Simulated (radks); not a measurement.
Species: the lanthanum ion La3+. Configuration: [Xe]. All-electron calculation, scalar-relativistic Kohn-Sham, PBE, spin-unpolarised, spherical densities, point nucleus. Program: a radial shooting solver on a logarithmic mesh with Libxc functionals.

Normalised radial functions P(r) = r R(r), r in bohr:

r	3d	4d	5s
0.001333	0.0000	0.0000	0.0427
0.001764	0.0001	0.0000	0.0536
0.002334	0.0001	0.0001	0.0667
0.003064	0.0002	0.0001	0.0815
0.004054	0.0005	0.0002	0.0986
0.005363	0.0011	0.0005	0.1165
0.007097	0.0024	0.0011	0.1333
0.009315	0.0050	0.0023	0.1452
0.01232	0.0107	0.0049	0.1478
0.01631	0.0226	0.0104	0.1334
0.02158	0.0467	0.0215	0.0943
0.02855	0.0939	0.0431	0.0250
0.03747	0.1788	0.0819	-0.0680
0.04958	0.3314	0.1509	-0.1700
0.0656	0.5785	0.2609	-0.2354
0.0868	0.9352	0.4141	-0.2071
0.1139	1.3599	0.5811	-0.0565
0.1507	1.7768	0.7034	0.1803
0.1995	2.0026	0.6612	0.3450
0.2639	1.8795	0.3470	0.2506
0.3464	1.4235	-0.2116	-0.1072
0.4583	0.8126	-0.8505	-0.4718
0.6064	0.3288	-1.2388	-0.4352
0.8024	0.0861	-1.1821	0.0894
1.053	0.0139	-0.8128	0.6954
1.394	0.0011	-0.3959	0.9620
1.844	0.0000	-0.1317	0.7665
2.44	0.0000	-0.0273	0.3851
3.202	0.0000	-0.0033	0.1241
4.237	0.0000	-0.0002	0.0218
5.606	0.0000	0.0000	0.0018

3d: eigenvalue -845.00 eV, 0 radial nodes, <r> = 0.260 bohr, 90 % of the charge inside 0.407 bohr. 4d: eigenvalue -127.14 eV, 1 radial node at r = 0.316 bohr, <r> = 0.767 bohr, 90 % of the charge inside 1.15 bohr. 5s: eigenvalue -61.665 eV, 4 radial nodes at r = 0.0309, 0.122, 0.323, 0.772 bohr, <r> = 1.54 bohr, 90 % of the charge inside 2.20 bohr.
